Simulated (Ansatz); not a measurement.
Geometry optimisation, UHF/def2-SVP (Ansatz).

Input file:

```yaml
crystal:
  periodic: [false, false, false]
  atoms:
    - { symbol: Ge, position_ang: [0.0, 0.0, 0.0] }
    - { symbol: Cl, position_ang: [0.0, 0.0, 2.47] }
    - { symbol: H, position_ang: [1.4616, 0.0, -0.5162] }
    - { symbol: H, position_ang: [-0.73, 1.2648, -0.5162] }
    - { symbol: H, position_ang: [-0.73, -1.2648, -0.5162] }
    - { symbol: C, position_ang: [0.0, 0.0, 4.55] }
    - { symbol: H, position_ang: [-0.5653, -0.8805, 4.9205] }
    - { symbol: H, position_ang: [1.0452, -0.0494, 4.9205] }
    - { symbol: H, position_ang: [-0.4798, 0.9298, 4.9205] }
magnetization:
  spin_polarized: true
  initial_magnetization: 1
basis:
  gaussian: { orbitals: def2-SVP }
hamiltonian:
  xc: hf
relax:
  f_tol: 0.15
  max_steps: 25
  restrain:
    - { distance: [1, 5], at: 1.78, k: 30.0 }
    - { distance: [0, 1], at: 3.42, k: 30.0 }
```

Launched with:

```bash
$ ansatz run input.yaml --threads 2 --pin off --max-ram 3072MiB --backend cpu --events-out ev --progress --plain --runs-dir out
```

Q: Where does it end, and by what steps?

A: It converged. The restraints hold the end off the free minimum. After 5 steps the energy has fallen by 0.931 eV (the restraints' own energy left out); Cl2 moved furthest, 0.55 Å. Parted: Ge1–Cl2 (2.47 → 3.43 Å).

| step | energy less start (eV) | largest force component (eV/Å) | accepted |
| --- | --- | --- | --- |
| 0 | 0.0000 | 3.249 | yes |
| 1 | -0.3609 | 2.464 | yes |
| 2 | -0.5029 | 2.028 | yes |
| 3 | -0.7740 | 0.720 | yes |
| 4 | -0.9262 | 0.600 | yes |
| 5 | -0.9312 | 0.213 | yes |

```xyz
9
Properties=species:S:1:pos:R:3
Ge 0.001 0.000 -0.408
Cl 0.000 0.000 3.022
H 1.464 0.000 -0.880
H -0.731 1.268 -0.880
H -0.732 -1.268 -0.880
C 0.000 0.000 4.805
H -0.556 -0.866 5.151
H 1.027 -0.049 5.151
H -0.472 0.914 5.151
```

Run time: 9.7 s on 2 threads of Arm Neoverse V2, with other jobs on the host, peak memory 0.24 GiB.
